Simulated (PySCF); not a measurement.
Computed with PySCF and rigid-rotor harmonic-oscillator thermochemistry at 1 bar. The comparison is the NASA 1993 polynomial table, which mixes measured and estimated data. 6-31G* has spherical d functions here. Open shells (unrestricted): CaOH (multiplicity 2). B3LYP is the form with VWN-RPA correlation. The harmonic model lacks anharmonicity and excited electronic states, which grow with temperature; levels with a mode under 35 cm⁻¹ are left out. The table's entry may be an old estimate for CaOH (not checked at source).

Harmonic frequencies at B3LYP/6-31G* (cm⁻¹): 344, 344, 626, 3899. Point group C∞v; S°(298 K) = 239.2 J/mol/K at this level.

Question: Work out Cp and S° of gaseous CaOH at 500, 800, 1200, 1600, 2000 K from these, and set them beside the table.

Answer: 
```
T (K)  Cp B3LYP/6-31G*  Cp table  S° B3LYP/6-31G*  S° table
-----  ---------------  --------  ---------------  --------
500               50.8      50.1            264.5     260.1
800               53.1      52.9            289.0     284.3
1200              55.2      55.4            310.9     306.2
1600              57.0      57.2            327.0     322.5
2000              58.3      58.6            339.9     335.4
```
Units J/mol/K.
